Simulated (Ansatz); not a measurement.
Relaxation of BFH₆NP (10 atoms, charge 0, multiplicity 1), to a largest force component of 0.03 eV/Å in at most 50 steps.

The calculation used RKS PBE-D4/6-31G* in Ansatz.

```xyz
10
Properties=species:S:1:pos:R:3
B -0.176 0.616 -0.296
H -0.399 -0.206 1.949
F 0.992 -0.068 -0.269
N -1.306 0.005 -0.866
H -1.269 -0.937 -1.251
H -2.217 0.451 -0.934
P -0.183 2.466 0.237
H -1.441 2.458 0.927
H 0.600 2.305 1.423
H -0.459 0.504 1.970
```

**Question.** Where does it end, and by what steps?

**Answer.** It converged. The force dipped under the threshold on the way, but the program's further checks kept it going. After 32 steps the energy has fallen by 0.294 eV; H2 moved furthest, 1.18 Å.

```
step  energy less start (eV)  largest force component (eV/Å)  accepted
   0                  0.0000                           1.677       yes
   2                 -0.2249                           0.263       yes
   4                 -0.2300                           0.671        no
   6                 -0.2621                           0.063       yes
   8                 -0.2331                           1.092        no
  10                 -0.2629                           0.513        no
  12                 -0.2696                           0.152       yes
  14                 -0.2712                           0.081       yes
  16                 -0.2740                           0.133       yes
  18                 -0.2801                           0.085       yes
  20                 -0.2859                           0.307       yes
  22                 -0.2894                           0.151       yes
  24                 -0.2923                           0.118       yes
  26                 -0.2787                           0.809        no
  28                 -0.2938                           0.096       yes
  30                 -0.2943                           0.026       yes
  32                 -0.2944                           0.015       yes
```

```xyz
10
Properties=species:S:1:pos:R:3
B -0.047 0.867 -0.611
H -1.140 -0.558 2.798
F 1.144 0.408 -1.056
N -1.161 0.006 -0.658
H -1.099 -0.939 -1.033
H -2.090 0.269 -0.341
P -0.171 2.739 -0.069
H -1.172 2.560 0.944
H 0.924 2.688 0.855
H -1.046 -0.445 2.060
```

Whether the end is a true minimum wasn't checked by a vibrational analysis.

The run took 2.4 min on 1 thread of Arm Neoverse N1 (shared host), peak memory 0.14 GiB.
